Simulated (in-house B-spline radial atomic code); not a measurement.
Mn¹³⁺. Computed with a B-spline radial atomic code. Model: all-electron spherical atom, spin shells full or empty, radial basis limit, no spin-orbit coupling: exact exchange with a local potential (Slater, KLI or optimised effective potential, whose far tail is KLI's), no correlation.

The run also made RPA and GW results, which its time includes.

The Slater potential averages the orbital exchange potentials with the orbital densities as weights, KLI adds orbital constants, and the optimised effective potential minimises the exact-exchange energy among local potentials. So their energies lie above Hartree-Fock in the order OEP, KLI, Slater. All fall off as −1/r, unlike LDA and GGA exchange.

Command:
```bash
python run_gw.py task.json out
```
Settings (nuclear radius in fm, other lengths in bohr, energies in hartree):
```
Z                      25
electrons              12
configuration          [Ne] 3s2
hamiltonian            x2c
method                 kli
lmax                   9
rms_radius             3.7057
spin_polarised         False
box_radius             5.53
intervals              96
ion_configuration      [Ne] 3s1
```

Run time, properties included: 8.1 s on 1 thread of Arm Neoverse N1, with other jobs on the host.

Given: hamiltonian one-electron scalar X2C; mean-field start exchange-only KLI.

Computed: energy above Hartree-Fock 5.3018 millihartree.

```json
{"radius (bohr)": "0.002", "r times exchange potential (hartree bohr)": "-0.042088"}
{"radius (bohr)": "0.0024", "r times exchange potential (hartree bohr)": "-0.050448"}
{"radius (bohr)": "0.00289", "r times exchange potential (hartree bohr)": "-0.060654"}
{"radius (bohr)": "0.00347", "r times exchange potential (hartree bohr)": "-0.072664"}
{"radius (bohr)": "0.00417", "r times exchange potential (hartree bohr)": "-0.087054"}
{"radius (bohr)": "0.00502", "r times exchange potential (hartree bohr)": "-0.10436"}
{"radius (bohr)": "0.00603", "r times exchange potential (hartree bohr)": "?"}
{"radius (bohr)": "0.00724", "r times exchange potential (hartree bohr)": "-0.14845"}
{"radius (bohr)": "0.00871", "r times exchange potential (hartree bohr)": "-0.17665"}
{"radius (bohr)": "0.0105", "r times exchange potential (hartree bohr)": "-0.20979"}
{"radius (bohr)": "0.0126", "r times exchange potential (hartree bohr)": "-0.24683"}
{"radius (bohr)": "0.0151", "r times exchange potential (hartree bohr)": "-0.28819"}
{"radius (bohr)": "0.0182", "r times exchange potential (hartree bohr)": "-0.33517"}
{"radius (bohr)": "0.0218", "r times exchange potential (hartree bohr)": "-0.38366"}
{"radius (bohr)": "0.0262", "r times exchange potential (hartree bohr)": "-0.43421"}
{"radius (bohr)": "0.0315", "r times exchange potential (hartree bohr)": "-0.48302"}
{"radius (bohr)": "0.0379", "r times exchange potential (hartree bohr)": "-0.52595"}
{"radius (bohr)": "0.0456", "r times exchange potential (hartree bohr)": "-0.5578"}
{"radius (bohr)": "0.0548", "r times exchange potential (hartree bohr)": "-0.57367"}
{"radius (bohr)": "0.0658", "r times exchange potential (hartree bohr)": "-0.57258"}
{"radius (bohr)": "0.0791", "r times exchange potential (hartree bohr)": "-0.5644"}
{"radius (bohr)": "0.0951", "r times exchange potential (hartree bohr)": "-0.57915"}
{"radius (bohr)": "0.114", "r times exchange potential (hartree bohr)": "-0.64799"}
{"radius (bohr)": "0.137", "r times exchange potential (hartree bohr)": "-0.76678"}
{"radius (bohr)": "0.165", "r times exchange potential (hartree bohr)": "-0.89966"}
{"radius (bohr)": "0.198", "r times exchange potential (hartree bohr)": "?"}
{"radius (bohr)": "0.238", "r times exchange potential (hartree bohr)": "-1.0767"}
{"radius (bohr)": "0.287", "r times exchange potential (hartree bohr)": "-1.0798"}
{"radius (bohr)": "0.344", "r times exchange potential (hartree bohr)": "-1.0103"}
{"radius (bohr)": "0.414", "r times exchange potential (hartree bohr)": "-0.87181"}
{"radius (bohr)": "0.497", "r times exchange potential (hartree bohr)": "-0.75362"}
{"radius (bohr)": "0.598", "r times exchange potential (hartree bohr)": "-0.79105"}
{"radius (bohr)": "0.718", "r times exchange potential (hartree bohr)": "-0.89081"}
{"radius (bohr)": "0.863", "r times exchange potential (hartree bohr)": "-0.95749"}
{"radius (bohr)": "1.04", "r times exchange potential (hartree bohr)": "-0.98812"}
{"radius (bohr)": "1.25", "r times exchange potential (hartree bohr)": "-0.99782"}
{"radius (bohr)": "1.5", "r times exchange potential (hartree bohr)": "-0.99983"}
```

What belongs in the row 0.00603?

r times exchange potential (hartree bohr): -0.12462.

What belongs in the row 0.198?

r times exchange potential (hartree bohr): -1.0099.

```tsv
occupied	level (hartree)	Hartree-Fock level (hartree)
1s	-251.19	-256.98
2s	?	?
2p	-37.694	-38.697
3s	-14.731	-14.734
```

What belongs in the row 2s?

level (hartree): -41.755; Hartree-Fock level (hartree): -43.3.

```csv
empty,level (hartree)
3p,-13.515
3d,-11.813
4s,?
4p,-7.1334
4d,-6.516
4f,-6.1757
```

What belongs in the row 4s?

level (hartree): -7.606.

The highest level, 3s, differs from Hartree-Fock by +0.083 eV and the deepest, 1s, by +158 eV: a local potential can match the highest level but can't give each shell its own exchange.
